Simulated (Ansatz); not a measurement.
Ansatz (a program for electronic structure) was given this input:
Ansatz 0.2 input:
```yaml
crystal:
  periodic: [false, false, false]
  atoms:
    - {symbol: Ge, position_ang: [0.00221417, -0.00954082, 0.99795171]}
    - {symbol: I, position_ang: [1.09983252, -1.87992098, -0.32171048]}
    - {symbol: I, position_ang: [-1.10116938, 1.88568147, -0.28082640]}
basis:
  gaussian:
    orbitals: def2-SV_P_.json
hamiltonian:
  xc: {name: SVWN5}
total_charge: 1
magnetization: {spin_polarized: true, initial_magnetization: 1}
```
The basis file holds def2-SV(P) in the JSON format of the Basis Set Exchange.

Q: What does this run give for the total energy, <S^2>, number of basis functions?

A: 
total energy: -2667.9386 Eh
<S^2>: 0.751
number of basis functions: 84
